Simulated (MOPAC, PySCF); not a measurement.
HF$_{3}$Ge, SMILES `[GeH]([F])([F])[F]`, neutral singlet in the gas phase. 

Z-matrix (Å, degrees):
```
Ge
F 1 1.7088
F 1 1.7088 2 106.25
F 1 1.7088 2 106.26 3 -112.88
H 1 1.5146 2 112.52 3 123.56
```
Charge 0, spin multiplicity 1.

All levels are single points at this geometry (r2SCAN-D4/def2-TZVP); Pople sets use spherical d functions. Orbital energies aren't observables, and empty levels follow the basis.

```csv
level,HOMO (eV),LUMO (eV),gap (eV),dipole (D),"vertical IE, Delta-SCF (eV)"
PBE-D3(BJ)/def2-TZVP in PySCF,-9.59,-1.59,8.00,2.32,13.20
r2SCAN-D4/def2-TZVP in PySCF,-10.06,-1.17,8.89,2.40,13.53
M06-2X/6-31G* in PySCF,-12.72,1.12,13.84,2.45,–
SVWN5/6-31G* in PySCF,-9.34,-1.55,7.79,2.31,13.13
HF/3-21G in PySCF,-15.17,4.16,19.33,2.92,–
AM1 in MOPAC,-13.06,-0.16,12.90,2.52,–
```
